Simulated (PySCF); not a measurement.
## Effect of structural changes

Computed with TDDFT CAM-B3LYP/def2-SVPD circular dichroism and optical rotation, one conformer, gas phase (PySCF 2.14.0). Geometry: GFN2-xTB.

Each molecule in one low-energy conformer. The parent is Cl[C@@H]1C[C@H]2O[C@@H]1C[SiH2]2.

How does the specific rotation at 589.3 nm (origin-invariant length gauge) change along this series?
- Cl[C@@H]1C[C@H]2O[C@@H]1C[SiH2]2 (base)
- Cl[C@@H]1C[C@@H]2O[C@H]1C[SiH2]2 (diastereomer)


| molecule | [α]589 (deg dm⁻¹ (g/mL)⁻¹) | S1 (eV) | R(S1), velocity form (10⁻⁴⁰ esu² cm²) |
| --- | --- | --- | --- |
| Cl[C@@H]1C[C@H]2O[C@@H]1C[SiH2]2 | +64.1 | 6.84 | +8.7 |
| Cl[C@@H]1C[C@@H]2O[C@H]1C[SiH2]2 | -44.6 | 6.63 | -0.5 |

The specific rotation at 589.3 nm (origin-invariant length gauge) is lowest for Cl[C@@H]1C[C@@H]2O[C@H]1C[SiH2]2 and highest for Cl[C@@H]1C[C@H]2O[C@@H]1C[SiH2]2.
